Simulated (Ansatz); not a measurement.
C$_{4}$H$_{8}$F$_{2}$O$_{2}$Si$_{2}$ (`CO[Si@H](F)C#C[Si@@H](F)OC`). Total charge 0; spin multiplicity 1. The geometry is a stationary point of PBE0-D4/def2-TZVP. It is one conformer, not always the lowest.

```xyz
18

C    -2.510   -2.444   -0.125
O    -1.369   -3.022    0.481
Si   -0.156   -2.237    1.200
F    -0.613   -1.604    2.588
C     0.396   -0.837    0.163
C     0.757    0.073   -0.555
Si    1.341    1.451   -1.602
F     0.065    1.969   -2.402
O     1.976    2.619   -0.686
C     1.420    3.166    0.494
H    -3.234   -2.137    0.634
H    -2.968   -3.197   -0.767
H    -2.240   -1.576   -0.734
H     0.918   -3.206    1.458
H     2.363    1.032   -2.570
H     2.210    3.704    1.020
H     1.030    2.381    1.150
H     0.615    3.864    0.253
```

Question: What is the dipole moment at ωB97M-V/def2-TZVPP? (An estimate is asked.)

Answer: Ansatz gave: 0.55 D, with components (-0.44, 0.29, 0.15) D in this frame, pointing from negative to positive charge.

Question: And with PBE, r2SCAN, B3LYP? (Estimate.)

Answer: Computed: PBE 0.55 D, r2SCAN 0.56 D, B3LYP 0.49 D.

Question: Give the Mulliken charges with ωB97M-V, PBE, B3LYP in def2-TZVPP. (Estimate.)

Answer: The calculation gave: 
```json
{"atom": "C1", "ωB97M-V": "-0.18", "PBE": "-0.14", "B3LYP": "-0.12"}
{"atom": "O2", "ωB97M-V": "-0.35", "PBE": "-0.29", "B3LYP": "-0.36"}
{"atom": "Si3", "ωB97M-V": "0.70", "PBE": "0.63", "B3LYP": "0.75"}
{"atom": "F4", "ωB97M-V": "-0.30", "PBE": "-0.27", "B3LYP": "-0.31"}
{"atom": "C5", "ωB97M-V": "-0.21", "PBE": "-0.17", "B3LYP": "-0.19"}
{"atom": "C6", "ωB97M-V": "-0.21", "PBE": "-0.17", "B3LYP": "-0.19"}
{"atom": "Si7", "ωB97M-V": "0.70", "PBE": "0.63", "B3LYP": "0.75"}
{"atom": "F8", "ωB97M-V": "-0.30", "PBE": "-0.27", "B3LYP": "-0.31"}
{"atom": "O9", "ωB97M-V": "-0.35", "PBE": "-0.29", "B3LYP": "-0.36"}
{"atom": "C10", "ωB97M-V": "-0.18", "PBE": "-0.14", "B3LYP": "-0.12"}
{"atom": "H11", "ωB97M-V": "0.13", "PBE": "0.11", "B3LYP": "0.11"}
{"atom": "H12", "ωB97M-V": "0.13", "PBE": "0.11", "B3LYP": "0.11"}
{"atom": "H13", "ωB97M-V": "0.12", "PBE": "0.10", "B3LYP": "0.11"}
{"atom": "H14", "ωB97M-V": "-0.04", "PBE": "-0.08", "B3LYP": "-0.08"}
{"atom": "H15", "ωB97M-V": "-0.04", "PBE": "-0.08", "B3LYP": "-0.08"}
{"atom": "H16", "ωB97M-V": "0.13", "PBE": "0.11", "B3LYP": "0.11"}
{"atom": "H17", "ωB97M-V": "0.12", "PBE": "0.10", "B3LYP": "0.11"}
{"atom": "H18", "ωB97M-V": "0.13", "PBE": "0.11", "B3LYP": "0.11"}
```

B3LYP here is the variant with VWN-RPA as its local correlation; programs differ in this.
